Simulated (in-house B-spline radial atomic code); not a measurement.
Orbital energies and mean radii along the 5-electron series, configuration 1s2 2s2 2p1/2(1). The effective charge is n√(-2ε), a non-relativistic measure. Computed with a radial B-spline atomic code at the basis-set limit: Dirac-Hartree-Fock, jj configuration that fills j = l - 1/2 first, finite nuclei.

```tsv
ion	Z	energy of 2s1/2 (Eh)	mean radius of 2s1/2 (bohr)	energy of 1s1/2 (Eh)	mean radius of 1s1/2 (bohr)	energy of 2p1/2 (Eh)	mean radius of 2p1/2 (bohr)	effective charge of 2s1/2
Eu58+	63	-485.71	0.090461	-2016.09	0.022216	-480.29	0.074882	62.335
Gd59+	64	-503.22	0.088751	-2086.03	0.021807	-497.66	0.073412	63.449
Tb60+	65	-521.11	0.08709	-2157.4	0.02141	-515.41	0.071985	64.567
Dy61+	66	-539.39	0.085477	-2230.18	0.021023	-533.55	0.070598	65.69
Ho62+	67	-558.07	0.083908	-2304.45	0.020647	-552.08	0.069248	66.817
Er63+	68	-577.14	0.082382	-2380.19	0.020282	-571	0.067936	67.949
Tm64+	69	-596.62	0.080896	-2457.45	0.019925	-590.33	0.066657	69.087
Yb65+	70	-616.51	0.07945	-2536.2	0.019578	-610.06	0.065412	70.229
Lu66+	71	-636.82	0.078041	-2616.51	0.019239	-630.21	0.064198	71.376
Hf67+	72	-657.56	0.076667	-2698.4	0.018909	-650.79	0.063015	72.529
Ta68+	73	-678.74	0.075327	-2781.87	0.018586	-671.8	0.06186	73.688
W69+	74	-700.35	0.07402	-2866.96	0.018272	-693.24	0.060732	74.852
Re70+	75	-722.42	0.072743	-2953.7	0.017964	-715.14	0.059631	76.022
Os71+	76	-744.95	0.071497	-3042.08	0.017664	-737.49	0.058555	77.198
Ir72+	77	-767.94	0.070279	-3132.18	0.01737	-760.3	0.057504	78.381
Pt73+	78	-791.41	0.069088	-3223.99	0.017083	-783.59	0.056475	79.569
Au74+	79	-815.37	0.067924	-3317.57	0.016801	-807.36	0.055468	80.765
Hg75+	80	-839.83	0.066785	-3412.91	0.016526	-831.63	0.054483	81.967
```

Problem. How does the screening of 2s1/2 change?

Solution. Z less the effective charge goes from 0.67 at Z = 63 to -1.97 at Z = 80.
